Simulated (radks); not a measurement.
Task: Isoelectronic series with 23 electrons, all held in the configuration [Ar] 3d3 4s2, which need not be the ground one along the series. Calculated with a radial shooting solver on a logarithmic mesh with Libxc functionals: Dirac Kohn-Sham, PBEsol, spin-unpolarised, spherical densities, finite nucleus; open shells are shared between the two j in proportion to 2j + 1; Fermi nuclear charge, rms radius of each element as measured or else 0.836 A^(1/3) + 0.57 fm. Total energies (hartree) and mean radii <r> (bohr):

ion,E (hartree),4s1/2,3d5/2
V,-947.99444,3.337,1.452
Mn2+,-1155.65356,2.372,1.005
Co4+,-1385.68166,1.896,0.8069
Cu6+,-1638.09775,1.597,0.6836
Ga8+,-1913.00074,1.387,0.5966
As10+,-2210.52713,1.228,0.5308
Br12+,-2530.83920,1.104,0.4790
Rb14+,-2874.12065,1.003,0.4368
Nb18+,-3630.42317,0.8492,0.3721
Tc20+,-4043.90841,0.7887,0.3467
Rh22+,-4481.29255,0.7363,0.3246
Ag24+,-4942.85954,0.6903,0.3052
In26+,-5428.91175,0.6496,0.2880
Sb28+,-5939.77735,0.6133,0.2727
I30+,-6475.80687,0.5807,0.2589
Cs32+,-7037.3792,0.5512,0.2465
La34+,-7624.8982,0.5244,0.2352
Pr36+,-8238.7997,0.5000,0.2249
Pm38+,-8879.5406,0.4775,0.2155
Tb42+,-10243.5993,0.4377,0.1988

Estimate the row of Eu40+.

Result: E (hartree) -9547.6031; 4s1/2 0.4569; 3d5/2 0.2068.
